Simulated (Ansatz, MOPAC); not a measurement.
Species: SbCl2, net charge 1, singlet state. SMILES of the parent species: [Cl][Sb][Cl]

Atoms: Sb1, Cl2, Cl3. Bonds: Sb1-Cl2, Sb1-Cl3.

Bond lengths (Å) and angles (degrees) optimised at AM1 with MOPAC; PM3 with MOPAC; PM6 with MOPAC; PM7 with MOPAC; HF/6-31G* with LANL2DZ past Ar with Ansatz (a program for electronic structure); B3LYP/6-31G* with LANL2DZ past Ar with Ansatz, each started from the B3LYP-D3(BJ)/def2-TZVP structure (Ansatz) of the last column. A row stands for all coordinates that are equal there. 6-31G* holds six Cartesian d functions.

```json
[
 {"coordinate": "Sb1-Cl2", "AM1": "2.095", "PM3": "2.265", "PM6": "2.241", "PM7": "2.227", "HF/6-31G* with LANL2DZ past Ar": "2.282", "B3LYP/6-31G* with LANL2DZ past Ar": "2.318", "B3LYP-D3(BJ)/def2-TZVP": "2.274"},
 {"coordinate": "Cl2-Sb1-Cl3", "AM1": "102.0", "PM3": "97.7", "PM6": "98.4", "PM7": "104.7", "HF/6-31G* with LANL2DZ past Ar": "98.7", "B3LYP/6-31G* with LANL2DZ past Ar": "99.7", "B3LYP-D3(BJ)/def2-TZVP": "100.3"}
]
```

Mean signed difference of all 2 bond lengths from B3LYP-D3(BJ)/def2-TZVP: AM1 -0.179 Å, PM3 -0.009 Å, PM6 -0.033 Å, PM7 -0.047 Å, HF/6-31G* with LANL2DZ past Ar 0.008 Å, B3LYP/6-31G* with LANL2DZ past Ar 0.044 Å.
